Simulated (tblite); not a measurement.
Species: C5H13N2 (doublet state).
Z-matrix (Å and degrees, GFN2-xTB geometry), rows numbered from 1:
```
C 
C   1  1.5409
C   2  1.4846  1  113.26
N   3  1.3948  2  118.08  1    76.12
C   4  1.4415  3  119.27  2   170.74
C   5  1.5379  4  110.42  3   169.27
N   6  1.4492  5  114.60  4  -176.83
H   1  1.0872  2  110.18  3    61.57
H   1  1.0873  2  109.97  3   -57.93
H   1  1.0882  2  110.64  3  -178.26
H   2  1.0947  1  108.41  3   121.73
H   2  1.0928  1  108.50  3  -121.27
H   3  1.0780  2  119.08  1   -70.86
H   4  1.0133  3  112.84  2    34.12
H   5  1.0952  4  107.77  3    49.57
H   5  1.1056  4  112.24  3   -68.71
H   6  1.0944  5  109.33  4    62.34
H   6  1.0929  5  109.02  4   -55.61
H   7  1.0149  6  110.23  5   -57.98
H   7  1.0146  6  110.26  5    60.64
```

Computed with GFN2-xTB (tblite): harmonic, unscaled wavenumbers at the GFN2-xTB geometry, gas phase. Errors from tens to a few hundred cm⁻¹ against measured bands are possible. One conformer, not necessarily the lowest. Open shells enter through the occupations alone, without spin polarisation, and single modes of such species can be off by tens of per cent.

Harmonic wavenumbers (cm⁻¹): 43.6, 54.3, 86.2, 122.2, 147.9, 208.8, 295.8, 309.8, 348.0, 397.6, 506.9, 573.3, 681.3, 805.2, 812.1, 934.6, 943.2, 962.4, 1008.1, 1042.9, 1047.4, 1097.7, 1125.3, 1131.0, 1162.7, 1222.6, 1246.3, 1260.2, 1285.3, 1303.8, 1313.1, 1328.3, 1352.6, 1394.1, 1453.8, 1480.1, 1482.9, 1484.0, 1497.6, 1505.5, 1574.4, 2789.8, 2937.2, 2942.1, 2955.2, 2961.1, 2975.1, 3018.1, 3036.9, 3040.3, 3082.7, 3374.3, 3384.1, 3414.2.

A = 9007, B = 863.4, C = 830.4 MHz; mass 101.108 u (most abundant isotopes); point group C1, symmetry number 1; spin multiplicity 2.

**Question.** Zero-point energy?

**Answer.** Half the sum of the wavenumbers: 38972 cm⁻¹ = 111.43 kcal/mol.

**Question.** Entropy at 400 K, 1 bar (ideal gas, RRHO, classical rotation)?

**Answer.** Translation 41.24, rotation 29.18, vibration 38.79, spin (R ln 2) 1.38: S = 110.6 cal/(mol K).

**Question.** And Cp and H(400 K) − H(0)?

**Answer.** Cp = 45.48 cal/(mol K), of which vibrations give 37.53 (their classical limit is 54 R = 107.3); H(400 K) − H(0) = 10.87 kcal/mol without the zero-point energy, 7.69 from vibrations.

**Question.** How do the functions run with temperature in this model?

**Answer.** 
```
 T (K)  S (cal/(mol K))  Cp (cal/(mol K))  H − H(0) (kcal/mol)  G − H(0) (kcal/mol)  ln q(vib)
    50             59.3              14.1                 0.53                -2.44       0.71
   100             70.7              19.1                 1.36                -5.70       2.12
298.15             98.7              35.6                 6.74               -22.70       7.36
373.15            107.5              42.9                 9.68               -30.44       9.20
   500            121.7              54.4                15.87               -44.98      12.25
   750            147.2              71.2                31.72               -78.67      18.14
  1000            169.3              82.6                51.04              -118.29      23.74
```

q(vib) and H(0) count from the zero-point level.

**Question.** What must be added to the electronic energy to get the Gibbs energy at 400 K and 1 bar?

**Answer.** ZPE + [H(400 K) − H(0)] − T·S = 111.43 + 10.87 − 44.23 = 78.07 kcal/mol.

**Question.** Which modes carry the vibrational entropy at 400 K?

**Answer.** 43.6 cm⁻¹: 5.67; 54.3 cm⁻¹: 5.24; 86.2 cm⁻¹: 4.32; 122.2 cm⁻¹: 3.64; 147.9 cm⁻¹: 3.26; 208.8 cm⁻¹: 2.60 cal/(mol K); the other 48 give 14.06 together.

**Question.** Blend soft modes into free rotors: weight 1/[1 + (100 cm⁻¹/ν̃)⁴] for the oscillator and the rest for a rotor with moment μB/(μ + B), μ = h/(8π²ν), B = 10⁻⁴⁴ kg m². What vibrational entropy results?

**Answer.** 34.82 cal/(mol K) in place of 38.79, which changes −T·S at 400 K by +1.59 kcal/mol.

Hindered rotation and anharmonicity are outside this model. Other conformers, if any are populated, would add a mixing term that is left out. The structure is chiral; the term R ln 2 for an equal mix with its mirror image is left out.
